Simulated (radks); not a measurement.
Values are calculated unless marked as measured or tabulated.
Question: All-electron atom: the chlorine ion Cl5+ in [Ne] 3s2. Code: a radial shooting solver on a logarithmic mesh with Libxc functionals. Model: scalar-relativistic Kohn-Sham, LDA (Slater exchange, Perdew-Wang correlation), spin-unpolarised, spherical densities, finite nucleus; Fermi nuclear charge, rms radius 3.3654 fm. Some entries of the table are withheld. Estimate them.

| orbital | occ. | eigenvalue (eV) | <r> (bohr) |
|---|---|---|---|
| 1s | 2 | -2830.500 | 0.09120 |
| 2s | 2 | -335.8638 | 0.4432 |
| 2p | 6 | (1) | 0.4038 |
| 3s | 2 | -89.5463 | 1.309 |
| 3p | 0 | -75.0074 | (2) |
| 3d | 0 | (3) | 1.471 |
| 4s | 0 | -38.6694 | 2.739 |
| 4f | 0 | (4) | 3.013 |

Answer: 
(1) 2p eigenvalue (eV): -276.2751
(2) 3p <r> (bohr): 1.378
(3) 3d eigenvalue (eV): -54.4340
(4) 4f eigenvalue (eV): -24.3068
